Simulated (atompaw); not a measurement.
Before and after: PAW (atompaw) potential for chlorine (Cl)

- Element: Cl (Z = 17)
- Generator: atompaw 4.2.0.5
- Type: PAW
- Functional: PBE
- Relativity: non-relativistic
- Frozen core: [Ne]
- Valence charge: 7
- Reference configuration: 3s2 3p5
- Partial waves: 3s (bound): rc 1.40 bohr; 3s channel at 1 Ry: rc 1.40 bohr; 3p (bound): rc 1.00 bohr; 3p channel at 2.75 Ry: rc 1.40 bohr; 3d channel at -0.2 Ry: rc 1.40 bohr
- Local potential: bessel scheme, radius 1.00 bohr
- Core correction: smooth core density matched at 0.80 bohr
- Augmentation charge: sinc compensation charge, radius 1.30 bohr; PAW radius 1.40 bohr; waves and projectors: custom rrkj vanderbiltortho

Change: augmentation sinc compensation charge, radius 1.30 bohr; PAW radius 1.40 bohr; waves and projectors: custom polynom vanderbiltortho.

Cutoffs: the cutoffs (Ry, on a coarse ladder) from which the occupation-weighted sum of valence levels, in a spherical-Bessel basis at the reference potential, stays within 10 and 1 mRy of its value at 400 Ry; they do not see the model core or the augmentation charge, which bear on the density cutoff.

Problem. What does the change do?

Solution. The potential gets harder (50 Ry and 70 Ry → 60 Ry and 110 Ry); neither file shows a bound ghost.

```csv
quantity,base,changed
"cutoff, loose",50 Ry,60 Ry
"cutoff, tight",70 Ry,110 Ry
loose cutoff by channel (10 mRy a level),"s 8 Ry, p 30 Ry","s 18 Ry, p 25 Ry"
bound ghosts,none,none
s: phases at 1.41 bohr within 0.05 rad from the reference energy up to (Ry; the scan ends near 5),to the end of the scan,to the end of the scan
p: phases at 1.41 bohr within 0.05 rad from the reference energy up to (Ry; the scan ends near 5),to the end of the scan,to the end of the scan
d: phases at 1.41 bohr within 0.05 rad from the reference energy up to (Ry; the scan ends near 5),to the end of the scan,to the end of the scan
lowest overlap eigenvalue by channel,"s 0.43, p 0.14, d 1.00","s 0.16, p 0.08, d 1.00"
```

 The cutoffs see the waves, projectors and local potential, not the compensation charge or the core.
